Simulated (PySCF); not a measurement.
Computed with PySCF with PBE-D3(BJ)/def2-TZVP // PBE0-D3(BJ)/def2-SVP. Gas-phase values, no solvent. One relaxed conformer stands for a flexible species; it need not be the lowest. Excitations are Tamm–Dancoff values on a coarser integration grid. The basis has no diffuse functions, so Rydberg states are missing or too high.

Reference species (SMILES): `C([SiH3])(=C)c1cc(F)ccc1` (Si–C–C–C torsion 144°) (neutral, multiplicity 1).

| Property | Result |
|---|---|
| S1 excitation (TDA) | 4.32 eV |
| LUMO | -2.20 eV |
| HOMO–LUMO gap | 3.80 eV |

Changed species: `C(=C)c1cc([SiH3])ccc1F` (C–C–C–C torsion 3°).

Predict the effect on the S1 excitation (TDA), LUMO and HOMO–LUMO gap.

the S1 excitation (TDA) drops by 0.08 eV, to 4.24 eV; the LUMO falls by 0.11 eV, to -2.31 eV; the HOMO–LUMO gap drops by 0.25 eV, to 3.55 eV.
